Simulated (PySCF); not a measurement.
# Peak assignment

Geometry (Å), atoms numbered from 1 in this order:
```xyz
13

C    -1.797    0.247    0.145
C    -0.547    0.707    0.002
C    -0.330    2.107   -0.112
N    -0.158    3.236   -0.203
C     0.655   -0.121   -0.052
C     0.545   -1.623    0.056
C     1.832    0.428   -0.195
O     2.893    0.882   -0.319
H    -2.015   -0.801    0.234
H    -2.630    0.927    0.175
H     0.088   -1.896    1.007
H    -0.069   -2.013   -0.755
H     1.530   -2.079   -0.001
```

PySCF 2.14 calculation with GIAO PBE0/pcSseg-1 shieldings and coordinates at the GFN2-xTB level; fast rotation and ring inversion assumed for equivalent nuclei, non-relativistic Hamiltonian, one computed conformer, no solvent.

References, each an isolated molecule treated in the same way: 13C (σref 186.93), 1H (σref 31.72) vs TMS.

Task: Assign these signals to the numbered atoms. 13C{1H} NMR (computed): δ 204.1 (C), 125.7 (CH2), 122.2 (C), 121.3 (C), 41.5 (C), 11.3 (CH3).

Result: 
| δ (ppm) | atoms | environment | reason |
| --- | --- | --- | --- |
| 204.1 | C7 | central carbon of a ketene | – |
| 125.7 | C1 | terminal =CH2 carbon | the olefinic region |
| 122.2 | C3 | nitrile carbon | this is the usual window of a C≡N carbon, which has no attached hydrogen |
| 121.3 | C2 | fully substituted alkene carbon | as expected for a trigonal carbon in a double bond |
| 41.5 | C5 | terminal carbon of a ketene | – |
| 11.3 | C6 | allylic methyl carbon | saturated and bonded to C and H only |

C3 and C2 lie closer than the usual error of such a calculation, so a measured spectrum could show them in the other order.

Task: Assign these signals to the numbered atoms. 1H NMR (600 MHz, computed): δ 5.79 (br s, 1H), 5.44 (br s, 1H), 1.86 (s, 3H).

Result: 
5.79 → H10, hydrogen on a terminal =CH2 carbon: a vinylic proton, deshielded by the sp2 carbon and the C=C anisotropy
5.44 → H9, hydrogen on a terminal =CH2 carbon
1.86 → H11/H12/H13, hydrogen on an allylic methyl carbon: allylic position

Shifts are as computed. Against solution values, carbons near 30 ppm lie about +3 ppm off and those near 130 ppm about +5 ppm. Of 1211 compounds with measured shifts, 218 miss one by over three times the rms of a fit or turn the order of signals round; such compounds aren't used in these exercises. Multiplicities follow the n + 1 count of equivalent neighbours, as no J values were calculated; m marks all less simple cases, F and P coupling included.
